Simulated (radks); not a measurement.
The numbers below are computed, except where a source is named.
All-electron atom: Pm XXXIV in [Ar] 3d10 (the NIST ground configuration).

Code: a radial shooting solver on a logarithmic mesh with Libxc functionals. Model: scalar-relativistic Kohn-Sham, LDA (Slater exchange, VWN5 correlation), spin-polarised, spherical densities, finite nucleus; Fermi nuclear charge, rms radius 4.962 fm.

Energy parts (eV):
| part | energy |
|---|---|
| total | -255886.66 |
| kinetic | 273737.91 |
| electron-nucleus | -582813.54 |
| Hartree | 57998.75 |
| exchange-correlation | -4809.78 |

Orbitals (lengths in bohr, moments of r in powers of bohr; r(90%) holds 90 % of the orbital's charge):
[
 {"orbital": "1s", "occ.": "2", "eigenvalue (eV)": "-46272.15", "r(90%)": "0.0419", "<r^4>": "1.420e-06", "<r^2>": "0.0007326"},
 {"orbital": "2s", "occ.": "2", "eigenvalue (eV)": "-8577.173", "r(90%)": "0.153", "<r^4>": "0.0002276", "<r^2>": "0.01152"},
 {"orbital": "2p", "occ.": "6", "eigenvalue (eV)": "-7804.088", "r(90%)": "0.141", "<r^4>": "0.0001674", "<r^2>": "0.009210"},
 {"orbital": "3s", "occ.": "2", "eigenvalue (eV)": "-2783.145", "r(90%)": "0.374", "<r^4>": "0.008321", "<r^2>": "0.07471"},
 {"orbital": "3p", "occ.": "6", "eigenvalue (eV)": "-2539.532", "r(90%)": "0.377", "<r^4>": "0.008464", "<r^2>": "0.07391"},
 {"orbital": "3d", "occ.": "10", "eigenvalue (eV)": "-2214.055", "r(90%)": "0.354", "<r^4>": "0.006475", "<r^2>": "0.06111"}
]

The highest occupied level is 3d at -2214.1 eV. The density falls to 0.001 e/bohr^3 at r = 0.82 bohr.
